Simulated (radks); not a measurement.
The nuclear charge of the oxygen ion O+ is varied continuously with 7 electrons held in [He] 2s2 2p3. All-electron calculation, non-relativistic Kohn-Sham, PBEsol, spin-unpolarised, spherical densities, point nucleus. Program: a radial shooting solver on a logarithmic mesh with Libxc functionals. By the Hellmann-Feynman theorem dE/dZ = E(electron-nucleus)/Z, the electronic potential at the nucleus.

Z    E (hartree)  E(electron-nucleus)/Z (hartree)  HOMO  e(HOMO) (eV)  <r> HOMO (bohr)
7      -54.20997                         -18.2440    2p        -7.041            1.484
7.2    -57.92438                         -18.8999    2p        -9.910            1.386
7.4    -61.76986                         -19.5547    2p       -13.084            1.303
7.6    -65.74623                         -20.2089    2p       -16.555            1.231
7.8    -69.85336                         -20.8624    2p       -20.318            1.167
8      -74.09116                         -21.5155    2p       -24.369            1.110
8.2    -78.45954                         -22.1682    2p       -28.707            1.059
8.4    -82.95842                         -22.8206    2p       -33.329            1.013
8.6    -87.58775                         -23.4727    2p       -38.233           0.9706
8.8    -92.34749                         -24.1246    2p       -43.418           0.9321
9      -97.23759                         -24.7764    2p       -48.883           0.8967

The central difference of E at Z = 8 is -21.515 hartree, to compare with the third column; the second derivative is -3.26 hartree.
